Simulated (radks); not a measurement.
Results of a calculation; reference values are marked as such.
Mn VI, configuration [Ne] 3s1 3p6 3d3 (not the ground configuration). Code: a radial shooting solver on a logarithmic mesh with Libxc functionals. Model: scalar-relativistic Kohn-Sham, r2SCAN, spin-polarised, spherical densities, finite nucleus; open shells are filled with parallel spins first; meta-GGA in the generalised Kohn-Sham scheme; Fermi nuclear charge, rms radius 3.7057 fm.

X-ray form factor f0, the Fourier transform of the density (f0(0) = 20):

sin(theta)/lambda (1/angstrom)  f0 (electrons)
0.05                                    19.829
0.1                                     19.331
0.15                                    18.552
0.2                                     17.556
0.25                                    16.419
0.3                                     15.217
0.4                                     12.870
0.5                                     10.867
0.6                                      9.330
0.8                                      7.426
1                                        6.371
1.25                                     5.388
1.5                                      4.476
2                                        2.961
